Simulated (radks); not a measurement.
Species: Be1.5+. Configuration: 2s2 1s(up 0.5, down 0) (fractional occupations, a model configuration). All-electron calculation, scalar-relativistic Kohn-Sham, LDA (Slater exchange, Perdew-Wang correlation), spin-polarised, spherical densities, finite nucleus; Fermi nuclear charge, rms radius 2.519 fm. Program: a radial shooting solver on a logarithmic mesh with Libxc functionals. Some entries of the table are withheld. Estimate them.

| orbital | occ. | eigenvalue (eV) | <r> (bohr) |
|---|---|---|---|
| 1s up | 0.5 | -177.7740 | 0.3746 |
| 1s down | 0 | -163.5881 | 0.3871 |
| 2s up | 1 | (1) | 1.725 |
| 2s down | 1 | (2) | 1.772 |

Answer. 
(1) 2s up eigenvalue (eV): -26.0193
(2) 2s down eigenvalue (eV): -25.1354
